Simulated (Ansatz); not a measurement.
Cu6Si⁺. Charge 1, multiplicity 2. Geometry PBE-D4/def2-SVP, basis def2-TZVP, Ansatz.

```xyz
7

Si    1.724   -0.301   -0.032
Cu    0.320    1.504   -0.462
Cu   -0.102   -0.822   -1.375
Cu   -1.804    0.931   -1.535
Cu    0.330   -1.835    0.937
Cu    0.761    0.535    1.868
Cu   -1.229   -0.012    0.600
```

| run | HOMO (eV) | LUMO (eV) |
| --- | --- | --- |
| A | -9.18 | -7.23 |
| B | -8.88 | -7.57 |
| C | -8.59 | -8.15 |
| D | -8.63 | -7.91 |

The structure comes from a short search, and lower isomers may exist.

HOMO and LUMO are taken over both spins.

Task: The runs used PBE, PBE0, r2SCAN, r2SCANh. Estimate which is which.

Result: A PBE0 (25 % exact exchange); B r2SCANh (10 % exact exchange); C PBE (0 % exact exchange); D r2SCAN (0 % exact exchange). Exact exchange lowers occupied and raises empty levels; among semilocal functionals meta-GGAs tend to open the gap a little, and such runs are hard to tell apart. The gap grows from 0.44 eV (PBE) to 1.95 eV (PBE0).
